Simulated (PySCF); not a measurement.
# EPR parameters of C4H10NSi

Species: C4H10NSi (doublet state).
Z-matrix (Å and degrees, GFN2-xTB geometry), rows numbered from 1:
```
C 
N   1  1.4245
C   2  1.2807  1  120.58
Si  3  1.8551  2  131.75  1     3.62
C   4  1.9045  3  128.21  2   -33.49
C   4  1.8991  3  114.07  2  -178.66
H   1  1.1003  2  112.59  3   -29.87
H   1  1.0941  2  110.14  3    91.26
H   1  1.0908  2  108.20  3  -151.08
H   3  1.0885  2  113.53  1   177.05
H   5  1.0882  4  110.97  3   151.62
H   5  1.0855  4  112.56  3    30.72
H   5  1.0894  4  110.37  3   -89.59
H   6  1.0863  4  111.13  3  -153.96
H   6  1.0852  4  111.61  3   -33.73
H   6  1.0879  4  110.99  3    86.50
```

The hyperfine couplings belong to this conformer and change with its torsions.

Identity: `C/N=C\[Si](C)C` [radical].

Method used: UKS B3LYP, pcH-1 on C H N Si, non-relativistic, mean-field spin-orbit, GIAO (PySCF 2.14.0). One conformer (not necessarily the lowest) at the GFN2-xTB geometry, without solvent, vibrations or thermal averaging. A GFN2-xTB geometry isn't a minimum of the functional, and hyperfine couplings can be far from their values at a DFT geometry, by a factor of two or more for some ions and for spin on atoms past the first row. Stability of the SCF solution: not tested.

```
g1, g2, g3                      : 2.00230, 2.00344, 2.00479
g_iso                           : 2.00351
Form of g                       : rhombic: the two nearest values differ by 46 % of g3 − g1
⟨S²⟩                            : 0.7638 (exact 0.7500)
HOMO–LUMO gap, α and β orbitals : 4.32, 3.97 eV
Basis functions                 : 260
```

Isotropic coupling and dipolar principal values T1 to T3, in MHz; ρ(0) is the spin density at the nucleus:

| atom | isotope | a_iso | of which spin–orbit | T1 | T2 | T3 | Mulliken spin population | ρ(0) (bohr⁻³) |
| --- | --- | --- | --- | --- | --- | --- | --- | --- |
| C1 | 13C | -10.3 | 0.0 | -1.4 | -0.1 | 1.5 | -0.02 | -0.0092 |
| N2 | 14N | 12.2 | 0.0 | -13.8 | -12.4 | 26.1 | 0.26 | 0.0380 |
| C3 | 13C | -13.7 | 0.0 | -18.1 | 5.4 | 12.7 | -0.12 | -0.0121 |
| Si4 | 29Si | -230.6 | 1.0 | -158.3 | 78.4 | 79.9 | 0.87 | 0.2606 |
| C5 | 13C | 1.7 | 0.0 | -1.9 | -1.4 | 3.2 | -0.03 | 0.0015 |
| C6 | 13C | 1.0 | 0.0 | -1.7 | -1.4 | 3.0 | -0.04 | 0.0008 |
| H7 | 1H | 0.2 | 0.0 | -3.5 | -0.3 | 3.9 | 0.00 | 0.0000 |
| H8 | 1H | 34.6 | 0.0 | -2.0 | -0.9 | 2.9 | 0.02 | 0.0077 |
| H9 | 1H | 16.2 | 0.0 | -2.1 | -1.8 | 3.9 | 0.01 | 0.0036 |
| H10 | 1H | 11.7 | 0.0 | -4.0 | -0.2 | 4.2 | 0.01 | 0.0026 |
| H11 | 1H | 21.3 | 0.0 | -3.2 | -2.4 | 5.6 | 0.00 | 0.0048 |
| H12 | 1H | 0.5 | 0.0 | -2.4 | -1.9 | 4.3 | 0.00 | 0.0001 |
| H13 | 1H | 52.0 | 0.0 | -2.8 | -0.6 | 3.4 | 0.02 | 0.0116 |
| H14 | 1H | 15.5 | 0.0 | -3.0 | -2.3 | 5.3 | 0.00 | 0.0035 |
| H15 | 1H | 3.4 | 0.0 | -2.8 | -2.0 | 4.8 | 0.00 | 0.0008 |
| H16 | 1H | 56.0 | 0.0 | -2.9 | -0.5 | 3.4 | 0.02 | 0.0125 |

The Mulliken spin populations are largest on Si4 (+0.87), N2 (+0.26) and C3 (-0.12). The angles at Si4 add up to 352.0°, so it is slightly pyramidal.

Axes: g2 points within 15° of the C1–N2 bond and g3 points within 9° of the C3–Si4 bond.

Under fast tumbling the dipolar parts average out, and these isotropic splittings remain: 6 × 1H (H11 (×6), I = 1/2, 7 lines) with 0.88 mT, 3 × 1H (H7/H8/H9, I = 1/2, 4 lines) with 0.61 mT, 1 × 14N (N2, I = 1, 3 lines) with 0.44 mT and 1 × 1H (H10, I = 1/2, 2 lines) with 0.42 mT.

Nuclei that the bonding pattern makes equivalent are averaged, as if the motion that swaps them (rotation, inversion, ring flip) were fast. The six 1H nuclei of mean +24.8 MHz run from 0.5 to 56.0 MHz in the frozen geometry. The three 1H nuclei of mean +17.0 MHz run from 0.2 to 34.6 MHz in the frozen geometry.

The 13C coupling of C3 (-13.7 MHz) shows only in satellite lines or after enrichment, since that isotope makes up about 1.07 % of natural carbon.

The 29Si coupling of Si4 (-230.6 MHz) shows only in satellite lines or after enrichment, since that isotope makes up about 4.7 % of natural silicon.
